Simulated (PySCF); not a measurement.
C5H6F2O.
SMILES: `FC(F)OCC=C=C`

The calculation used PySCF, TDDFT wB97X-D/def2-SVPD, vertical, gas phase, core orbitals frozen in the response. Isolated species at its GFN2-xTB geometry (one conformer only). Torsions of this conformer, `[CH2:1]=[C:2]=[CH:3][CH2:4][O:5][CH:6]([F:7])[F:8]`: C2–C3–C4–O5 111°, C3–C4–O5–C6 -70°, C4–O5–C6–F7 162°.

Computed states:

```csv
state,E (eV),f
S1,6.06,0.0001
S2,6.31,0.0005
S3,7.36,0.016
S4,7.77,0.196
S5,7.84,0.144
S6,7.96,0.835
S7,8.15,0.013
S8,8.91,0.0044
```

Broadening: Gaussians 0.3 eV wide at half height, area fixed by f = 4.319×10⁻⁹ ∫ε dν̃. The cross-section is σ = 3.8235×10⁻²¹ ε cm², given in Mb (10⁻¹⁸ cm²). The width is an assumption, not a result. The curve ends short of the highest state used, and states not computed would add to its high-energy end.

**Question.** Give the broadened spectrum and its maxima.

**Answer.** 
```tsv
λ (nm)	σ (Mb)
149.3	10.15
151.3	60.47
153.4	200.74
155.4	333.66
157.5	321.57
159.5	205.01
161.6	90.79
163.6	30.92
165.7	9.68
167.7	6.30
169.8	5.02
171.8	2.87
173.9	1.03
175.9	0.26
178.0	0.04
180.0	0.01
182.0	0.00
184.1	0.00
186.1	0.00
188.2	0.02
190.2	0.04
192.3	0.09
194.3	0.15
196.4	0.17
198.4	0.16
200.5	0.12
202.5	0.07
204.6	0.04
206.6	0.02
208.7	0.01
210.7	0.01
212.8	0.00
214.8	0.00
216.9	0.00
218.9	0.00
221.0	0.00
```

Maxima: 197 nm (6.30 eV), ε about 46, made up of S2 (98%); 156 nm (7.93 eV), ε about 92000, made up of S5 (11%) and S6 (80%) (ε in L mol⁻¹ cm⁻¹; maxima over ε = 5, shares over 10%).

**Question.** On this curve, what absorbance would a 10⁻⁵ mol/L sample give at 193 nm over a 1 cm path?

**Answer.** 193 nm is 6.424 eV, where ε is about 30 L mol⁻¹ cm⁻¹, so A = ε c l ≈ 0.0003 (Beer–Lambert, with the gas-phase spectrum and the assumed width).

**Question.** Coming from long wavelengths, where does ε first pass 100 L mol⁻¹ cm⁻¹?

**Answer.** At about 175 nm (7.07 eV), 1.01 eV above S1.

**Question.** What would ε be at 7.93 eV, the highest of these maxima, with half the width (0.15 eV)?

**Answer.** About 144000 L mol⁻¹ cm⁻¹ against 91600, a factor of about 1.6; a lone state at its own centre would give exactly 2.

On Arm Neoverse V2, one thread (shared host), this took 45 s wall.
